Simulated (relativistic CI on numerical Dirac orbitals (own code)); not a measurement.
**What each ingredient does to the levels of Dy⁴⁺**

Base calculation: Dirac-Coulomb-Breit CI, KLI orbitals optimised for each configuration, model QED, valence Slater integrals scaled by 0.85, P86 correlation energy added to each configuration.

Configurations in the expansion (outside the closed core [Kr] 4d10): 4f8.5s2.5p6, 4f7.5s2.5p6.5d, 4f10.5s2.5p4, 4f9.5s2.5p5, 4f7.5s2.5p6.6s, 4f7.5s2.5p6.6p, 4f7.5s2.5p6.7s, 4f9.5s.5p6. Levels of other configurations are missing.

Variants: (1) valence Slater integrals scaled by 0.75; (2) self-excluded LDA correlation estimate; (3) configuration mixing switched off. Shifts of the energy above 4f8.5s2.5p6 7F_6, in cm⁻¹, for the lowest level and the first level of each name with at least 55 % of one term (blank where a level changes its place among those of its configuration and J or its character, or is not in the variant):

```
            Level     Base     Δ(1)  Δ(2)    Δ(3)
 4f8.5s2.5p6 7F_6      0.0      0.0   0.0     0.0
 4f8.5s2.5p6 7F_5   2513.6    +55.3   0.0    -3.5
 4f8.5s2.5p6 7F_4   3949.2    -35.7   0.0    +5.8
 4f8.5s2.5p6 7F_3   5125.7    -25.5   0.0    +8.0
 4f8.5s2.5p6 7F_2   5939.6    -41.1   0.0   +12.1
 4f8.5s2.5p6 7F_1   6488.0    -35.9  -0.1   +14.1
 4f8.5s2.5p6 7F_0   6753.8    -37.8  -0.1   +15.5
 4f8.5s2.5p6 5D_4  20411.8  -2456.4  -1.1  +280.5
4f8.5s2.5p6 5L_10  26618.1  -3081.1  +0.2   -49.7
 4f8.5s2.5p6 5G_6  27046.3  -3424.7  -0.9  +227.7
 4f8.5s2.5p6 5D_3  27464.6  -2416.2  -1.1  +276.2
 4f8.5s2.5p6 5L_9  28487.6  -3028.6  +0.2   -49.5
 4f8.5s2.5p6 5G_5  28815.2  -3217.4  -0.8  +200.7
 4f8.5s2.5p6 5G_4  29314.4  -3326.1  -0.8  +192.9
```

At this charge configurations can still be misplaced by up to about 7 % of their energy. Levels and lines within the n = 5 or 6 shells can be off by up to 10 % or somewhat more, and those that change n by about 2 %, since core polarisation is missing.

LS names give the leading component of a level, which can be under half, so a name can repeat, a term be missing and a line seem to break the LS rules.
